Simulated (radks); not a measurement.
The silicon ion Si2+ inside a hard spherical wall (all orbitals vanish at R), configuration held at [Ne] 3s2 and not refilled when levels cross. All-electron calculation, non-relativistic Kohn-Sham, LDA (Slater exchange, Perdew-Wang correlation), spin-polarised, spherical densities, point nucleus. Program: a radial shooting solver on a logarithmic mesh with Libxc functionals. Eigenvalues in eV for spin up, with the zero of energy where the potential of the charges vanishes at infinity; a dash marks a level that is unbound or too diffuse for the functional's potential to be trusted. A positive occupied level is held by the wall or, in an anion where self-interaction has pushed it up, behind a barrier. The pressure on the wall is -dE/dV.

R (bohr)  E (hartree)  kinetic (hartree)    e(1s)    e(2s)    e(2p)    e(3s)  e(3p, empty)  e(3d, empty)  pressure (GPa)
free       -287.31346            286.650  -1795.7  -159.42  -117.02  -28.599       -20.664       -10.786               0
20         -287.31346            286.650  -1795.7  -159.42  -117.02  -28.599       -20.664       -10.786        < 0.0001
12         -287.31346            286.650  -1795.7  -159.42  -117.02  -28.599       -20.664       -10.786        < 0.0001
10         -287.31346            286.650  -1795.7  -159.42  -117.02  -28.599       -20.664       -10.783        < 0.0001
7          -287.31341            286.651  -1795.7  -159.42  -117.02  -28.596       -20.655       -10.656         0.00630
5          -287.30756            286.709  -1795.5  -159.19  -116.79  -28.394       -20.282        -9.456            1.23
3.5        -287.17686            287.458  -1792.8  -156.89  -114.48  -25.517       -16.221        -3.341            51.8
3          -286.94814            288.421  -1790.1  -154.58  -112.14  -21.346       -11.041         2.608             186
2.5        -286.33435            290.555  -1785.0  -150.57  -108.07  -11.201         0.525        13.912             734
1.5        -278.24018            313.232  -1746.0  -124.82  -80.687   101.48        109.46        93.992           24800
